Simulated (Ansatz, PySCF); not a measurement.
LuCl3(H2O) in two programs

LuCl3(H2O) (singlet in the valence; each metal's 4f electrons, 14 of them, lie in its core potential, out of spins and levels), relaxed with PySCF 2.14.0, RKS BP86, Lu lcecp-1-SVP with ECP60, Cl def2-SVP, O def2-SVP, H def2-SVP; non-relativistic Hamiltonian with scalar-relativistic core potentials where named; density fitting; no spin-orbit coupling:

```xyz
7

Lu    0.0175   -0.0131    0.0131
Cl    1.1533    1.7804    1.2212
Cl   -1.7197   -1.2243    1.2243
Cl    1.1533   -1.2212   -1.7804
O    -1.2620    1.3399   -1.3399
H    -1.6464    2.2023   -1.0866
H    -1.6464    1.0866   -2.2023
```

There the HOMO–LUMO gap is 4.99 eV. The 4f levels lie in the core potential and are missing.

The same geometry by Ansatz 0.2.0 (PBE, PAW with the 4f shell of lanthanides and the 5f shell of actinides in the valence, a periodic box with 9 Å of vacuum):

| spin-orbit coupling | gap (eV) | largest force component (eV/Å) |
| --- | --- | --- |
| without | 4.61 | 0.27 |

(1) What does the run with spin-orbit coupling give?

The spin-orbit runs use fully relativistic datasets of their own, so changes of a few hundredths of an eV needn't come from the coupling.

A frequency check found unstable modes (1, the lowest at -27 cm⁻¹), so the relaxed geometry is a saddle point, or these are noise. An lcecp potential fixes the number of 4f electrons, so in runs with it no electron can move into or out of that shell.

The two programs differ in functional, so their gaps don't test each other.

Answers

(1) gap (eV): 4.60, largest force component (eV/Å): 0.27. It took 23 s on 2 threads of Intel(R) Xeon(R) Platinum 8488C (Sapphire Rapids), on a shared host, peak memory 2.6 GiB.
